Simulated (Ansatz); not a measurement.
The cluster Li3N. The state is a singlet with charge 0. Geometry PBE0-D4/def2-TZVP.

```csv
atom,x (Å),y (Å),z (Å)
Li1,0.4529,-1.4048,0.8803
Li2,-1.6348,0.2227,-0.4809
Li3,1.1789,1.1896,-0.3858
N4,0.0030,-0.0075,-0.0135
```

LC-ωPBE has ω = 0.4 bohr⁻¹. B3LYP takes the VWN-RPA correlation. The restricted singlet is unstable towards broken spin symmetry in Hartree–Fock (as tested in another run); at HF/6-31G this wasn't settled. The structure comes from a short search, and lower isomers may exist.

**Question.** Estimate the orbital energies around the gap (eV) in Ansatz with HF/6-31G, r2SCAN-D4/def2-TZVP, r2SCAN-D4/def2-TZVPD, B3LYP-D4/6-31G, LC-ωPBE/def2-TZVP.

**Answer.** 
```json
{"orbital": "HOMO−5", "HF/6-31G": "-63.56", "r2SCAN-D4/def2-TZVP": "-49.75", "r2SCAN-D4/def2-TZVPD": "-49.78", "B3LYP-D4/6-31G": "-51.85", "LC-ωPBE/def2-TZVP": "-53.76"}
{"orbital": "HOMO−4", "HF/6-31G": "-63.56", "r2SCAN-D4/def2-TZVP": "-49.75", "r2SCAN-D4/def2-TZVPD": "-49.78", "B3LYP-D4/6-31G": "-51.85", "LC-ωPBE/def2-TZVP": "-53.76"}
{"orbital": "HOMO−3", "HF/6-31G": "-21.20", "r2SCAN-D4/def2-TZVP": "-13.85", "r2SCAN-D4/def2-TZVPD": "-13.87", "B3LYP-D4/6-31G": "-14.81", "LC-ωPBE/def2-TZVP": "-17.87"}
{"orbital": "HOMO−2", "HF/6-31G": "-6.30", "r2SCAN-D4/def2-TZVP": "-2.83", "r2SCAN-D4/def2-TZVPD": "-2.85", "B3LYP-D4/6-31G": "-3.62", "LC-ωPBE/def2-TZVP": "-6.08"}
{"orbital": "HOMO−1", "HF/6-31G": "-6.30", "r2SCAN-D4/def2-TZVP": "-2.83", "r2SCAN-D4/def2-TZVPD": "-2.85", "B3LYP-D4/6-31G": "-3.62", "LC-ωPBE/def2-TZVP": "-6.08"}
{"orbital": "HOMO", "HF/6-31G": "-4.77", "r2SCAN-D4/def2-TZVP": "-2.39", "r2SCAN-D4/def2-TZVPD": "-2.42", "B3LYP-D4/6-31G": "-2.99", "LC-ωPBE/def2-TZVP": "-5.37"}
{"orbital": "LUMO", "HF/6-31G": "0.83", "r2SCAN-D4/def2-TZVP": "-0.93", "r2SCAN-D4/def2-TZVPD": "-0.96", "B3LYP-D4/6-31G": "-0.93", "LC-ωPBE/def2-TZVP": "0.61"}
{"orbital": "LUMO+1", "HF/6-31G": "1.22", "r2SCAN-D4/def2-TZVP": "-0.10", "r2SCAN-D4/def2-TZVPD": "-0.23", "B3LYP-D4/6-31G": "-0.26", "LC-ωPBE/def2-TZVP": "1.19"}
{"orbital": "LUMO+2", "HF/6-31G": "1.22", "r2SCAN-D4/def2-TZVP": "-0.10", "r2SCAN-D4/def2-TZVPD": "-0.22", "B3LYP-D4/6-31G": "-0.26", "LC-ωPBE/def2-TZVP": "1.19"}
{"orbital": "LUMO+3", "HF/6-31G": "2.59", "r2SCAN-D4/def2-TZVP": "1.77", "r2SCAN-D4/def2-TZVPD": "0.81", "B3LYP-D4/6-31G": "1.03", "LC-ωPBE/def2-TZVP": "3.71"}
{"orbital": "LUMO+4", "HF/6-31G": "2.59", "r2SCAN-D4/def2-TZVP": "1.77", "r2SCAN-D4/def2-TZVPD": "0.81", "B3LYP-D4/6-31G": "1.03", "LC-ωPBE/def2-TZVP": "3.71"}
{"orbital": "LUMO+5", "HF/6-31G": "2.88", "r2SCAN-D4/def2-TZVP": "2.19", "r2SCAN-D4/def2-TZVPD": "0.85", "B3LYP-D4/6-31G": "1.32", "LC-ωPBE/def2-TZVP": "3.94"}
```
